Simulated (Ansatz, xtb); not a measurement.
## Isomers of C2H10NSi+ in order of energy

8 gas-phase structures of C2H10NSi+, found in a search over its isomers (lower ones may exist). Each was relaxed with GFN2-xTB; where two conformers were screened, the lower at r2SCAN-D4/def2-SVP is listed:

A. `C[SiH](C)[NH3+]`, a singlet
B. `C[NH2+][SiH2]C`, a singlet
C. `C[NH2+]C[SiH3]`, a singlet
D. `C[NH+](C)[SiH3]`, a singlet
E. `[NH3+]CC[SiH3]`, a singlet
F. `CC[SiH2][NH3+]`, a singlet
G. `CC[NH2+][SiH3]`, a singlet
H. `C[C@H]([NH3+])[SiH3]`, a singlet

Problem. Make a reasoned guess at their ranking by r2SCAN-D4/def2-SVP single-point energy.

Solution. Calculated order at r2SCAN-D4/def2-SVP: A (0.0), F (16.4), B (17.5), G (28.0), D (34.2), E (38.2), H (40.4), C (43.5) kcal/mol.

Energies above the lowest of each column, in kcal/mol; the last columns are at PBE0-D3(BJ)/def2-SVP geometries and were run for some of them only (a dash: not run or not comparable):

```csv
structure,GFN2-xTB,HF/STO-3G,r2SCAN-D4/def2-SVP,PBE0-D3(BJ)/def2-SVP,CCSD(T)/def2-SVP + ΔMP2/def2-TZVPP
A,9.2,0.0,0.0,0.0,0.0
F,10.0,14.1,16.4,15.7,16.3
B,5.6,11.6,17.5,17.2,17.4
G,0.7,19.2,28.0,–,–
D,0.0,23.8,34.2,–,–
E,27.8,44.4,38.2,–,–
H,25.1,45.1,40.4,–,–
C,23.4,43.7,43.5,–,–
```

CCSD(T)/def2-SVP + ΔMP2/def2-TZVPP puts A lowest of those it was run on; GFN2-xTB picks D. Flexible structures stand in one conformer each, not always the lowest. Frequencies (PBE0-D3(BJ)/def2-SVP) were run for A, B, F alone. ΔMP2 is the change of the MP2 energy from the smaller to the larger basis.

Over these structures GFN2-xTB departs from r2SCAN-D4/def2-SVP by 9.7 kcal/mol on average once a common shift is removed. A GFN2-xTB relaxation took about 0.046 s and the r2SCAN-D4/def2-SVP energy about 1.9 s on a shared host (Ansatz 0.2.0, xtb 6.7.1).
